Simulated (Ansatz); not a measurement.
Input file for Ansatz (a quantum-chemistry and plane-wave program): R-CCSD(T)/aug-cc-pVQZ on H2O (SMILES O).

Ansatz 0.2 input:
```yaml
crystal:
  periodic: [false, false, false]
  atoms:
    - {symbol: O, position_ang: [-0.00000000, 0.00000000, 0.38961139]}
    - {symbol: H, position_ang: [0.00000000, 0.76498632, -0.19485569]}
    - {symbol: H, position_ang: [0.00000000, -0.76498632, -0.19485569]}
basis:
  gaussian:
    orbitals: aug-cc-pVQZ
magnetization: {spin_polarized: false}
correlation: {method: ccsd_t, electrons: outside_noble_gas}
scf: {lower_state_search: off}
```

**Question.** Give the final energy of this run.

**Answer.** -76.3635 hartree (reference determinant -76.0656, T1 diagnostic 0.009).

**Question.** How many basis functions does it have, and what does it roughly cost on one machine?

**Answer.** 172 functions; very roughly 13 core-seconds.
